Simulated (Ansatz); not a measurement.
Cost and result for the atomization energy of ClFGe$_{2}$H$_{4}$ (`[F][GeH]([Cl])[GeH3]`) (8 atoms, 7 bonds).

Charge 0, multiplicity 1. Correlated methods include outer-core shells of Ge, which these sets cover unevenly. Scalar relativity is left out up to krypton. All single points use the PBE0-D4/def2-TZVP geometry. Program: Ansatz. All runs use 4 threads of a server CPU on a shared host. Times are those of one run each, without the atoms' runs, and a repeat can differ threefold. Electronic energies, without spin–orbit coupling; frozen cores. CCSD(T)/CBS adds CCSD(T) − MP2 in def2-TZVPP to the MP2 limit, and its time is that of the two runs behind it. T1 = 0.012. With those shells the extrapolation isn't a true limit. B3LYP takes the VWN-RPA correlation (the form of Gaussian; ORCA's B3LYP/G). HSE06 is the plane-wave form, built on full-range PBE exchange.

CCSD(T)/CBS is a level of theory with its own doubt, some kJ/mol a heavy atom from the limit and from the frozen cores, so smaller differences don't rank the functionals.

```tsv
level	functions	wall time	atomization (kcal/mol)	difference from CCSD(T)/CBS	per bond
LDA (SPW92)/def2-TZVPP	225	1.4 s	615.0	73.1	10.4
BLYP-D4/def2-TZVPP	225	1.9 s	527.9	-14.0	-2.0
PBE0-D4/def2-TZVPP	225	3.6 s	530.5	-11.4	-1.6
BHLYP-D4/def2-TZVPP	225	4 s	520.6	-21.3	-3.1
r2SCAN-D4/def2-TZVPP (with forces)	225	4.1 s	541.4	-0.5	-0.1
HSE06-D4/def2-TZVPP	225	4.1 s	530.5	-11.4	-1.6
CAM-B3LYP-D4/def2-TZVPP	225	4.8 s	536.0	-5.9	-0.9
B3LYP-D4/def2-TZVPP (with forces)	225	5.5 s	531.1	-10.8	-1.5
B2PLYP/def2-TZVPP	225	6 s	528.6	-13.3	-1.9
CCSD(T)/def2-SVP	116	8.5 s	499.3	-42.6	-6.1
MP2/def2-QZVPP	425	30 s	541.4	-0.5	-0.1
CCSD(T)/def2-TZVPP	225	2.2 min	531.1	-10.8	-1.5
CCSD(T)/CBS(def2)	–	2.7 min	541.9	0.0	0.0
```

From PBE to PBE0 (25 % exact exchange), in def2-TZVPP and without D4, the atomization energy moves by −6.2 kcal/mol: exact exchange takes away binding that semilocal exchange gives to molecules. The D4 term adds +7.1 kcal/mol with B3LYP and +3.7 kcal/mol with PBE0; it sums over pairs of atoms, weighted by their polarisabilities, and B3LYP, whose exchange is more repulsive, gets the larger term. At CCSD(T), def2-SVP lies −42.6 kcal/mol from the extrapolated value and def2-TZVPP −10.8 kcal/mol: correlation converges slowly with the basis, and small sets miss more of it in the bonded molecule than in its fragments.
